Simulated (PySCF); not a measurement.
Cd(NH2)(SMe) (CH5CdNS), SMILES C[S][Cd][NH2]. Coordinates come from a PBE0-D3(BJ)/def2-SVP optimisation. The structure was generated by enumeration; whether it is a known compound was not checked. The def2 effective core potentials stand for the cores of Cd; spin–orbit coupling is left out. Other conformers were not sampled.

Level of theory: PBE0-D3(BJ)/def2-SVP (PySCF).

Harmonic wavenumbers (cm⁻¹): 90, 98, 128, 148, 179, 349, 476, 605, 724, 757, 957, 970, 1336, 1454, 1456, 1531, 3065, 3175, 3175, 3549, 3648. Rotational constants (GHz): 13.22, 1.506, 1.373; symmetry number 1.

Work out the zero-point energy and the ideal-gas rigid-rotor harmonic-oscillator thermochemistry at 298.15 K and 1 atm.

ZPE = ½ Σ hcν = ½ × 27869 cm⁻¹ = 39.84 kcal/mol. H − E(el) = 45.02 kcal/mol. Entropy in cal/(mol K): translation 41.40, rotation 26.87, vibration 18.31, total 86.57. G − E(el) = 19.21 kcal/mol. Cp = 24.18 cal/(mol K). Modes under 150 cm⁻¹ make the vibrational entropy uncertain.
